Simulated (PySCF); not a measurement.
Compound: C₂H₁₁Ge₂N.
Structure used (PBE0-D3(BJ)/def2-SVP), in Å, numbered top down from 1:
```xyz
16
C2H11Ge2N angstrom
C     -2.1553    0.3516    0.9402
N     -1.3609    0.7180   -0.2080
Ge    -0.3519   -0.5479   -1.0826
C      1.1177   -1.0040    0.1161
Ge     1.8011    0.5694    1.0650
H     -2.4819    1.2482    1.4936
H     -3.0612   -0.2480    0.7135
H     -1.5477   -0.2390    1.6460
H     -1.8347    1.3748   -0.8195
H      0.1633    0.1383   -2.3620
H     -1.1662   -1.8164   -1.4547
H      1.9340   -1.4620   -0.4645
H      0.7875   -1.7537    0.8523
H      3.1667    0.2298    1.7034
H      2.0016    1.7423    0.0877
H      0.8363    0.9922    2.1859
```

Computed with TDDFT CAM-B3LYP/def2-SVPD, vertical, gas phase, core orbitals frozen in the response (PySCF 2.14.0, density-fitted response routines). The CAM-B3LYP/def2-SVPD calculation is non-relativistic and has no spin–orbit coupling, an omission that weighs most on germanium.

Frontier orbitals with the atoms that hold most of them (Löwdin shares over 4%, at most four atoms; ? is withheld):

| orbital | ε (eV) | atoms |
| --- | --- | --- |
| HOMO-3 | -10.49 | Ge5 31%, H16 24%, H15 11%, C4 8% |
| HOMO-2 | -10.27 | C4 25%, Ge5 24%, H15 12%, Ge3 6% |
| HOMO-1 | -9.64 | ? |
| HOMO | -7.99 | ? |
| LUMO | 0.96 | Ge5 28%, Ge3 19%, C1 9%, H14 5% |
| LUMO+1 | 1.21 | Ge3 19%, C4 14%, Ge5 13%, H10 8% |
| LUMO+2 | 1.44 | Ge3 28%, Ge5 23%, H10 7%, H16 6% |

Question: Give the leading atoms of the HOMO-1.

Answer: C4 (bonded to 2 Ge and 2 H) 31%; Ge5 (bonded to C and 3 H) 20%; Ge3 (bonded to C, N and 2 H) 16%; H14 (bonded to Ge) 14%. By element: germanium 36%, carbon 31% or more, hydrogen 14% or more.

Question: Which atoms hold the HOMO, and with what shares?

Answer: N2 (bonded to C, Ge and H) 58%; C1 (bonded to N and 3 H) 12%; Ge3 (bonded to C, N and 2 H) 8%; H7 (bonded to C) 6%.

Question: How does S1 compare with the orbital gap of 8.95 eV?

Answer: S1 is at 5.81 eV (f = 0.0023), 3.14 eV below the gap, made of HOMO→LUMO (52%), HOMO→LUMO+1 (26%), HOMO→LUMO+3 (11%). 

Next come S2 at 6.48 eV (f 0.014), HOMO→LUMO+1 (59%), HOMO→LUMO (26%); S3 at 6.88 eV (f 0.038), HOMO→LUMO+2 (60%), HOMO→LUMO+3 (29%); S4 at 7.18 eV (f 0.059), HOMO→LUMO+3 (28%), HOMO→LUMO+7 (20%), HOMO→LUMO+2 (17%); S5 at 7.24 eV (f 0.0074), HOMO→LUMO+4 (68%), HOMO→LUMO+5 (19%).

Löwdin shares depend on the basis, the more so with diffuse functions.

Time: 2.5 min of wall time; peak memory 1.1 GiB. Hardware: Arm Neoverse V1, one thread, no GPU, shared host with 64 logical CPUs at a one-minute load of 45.

One conformer stands for the species.
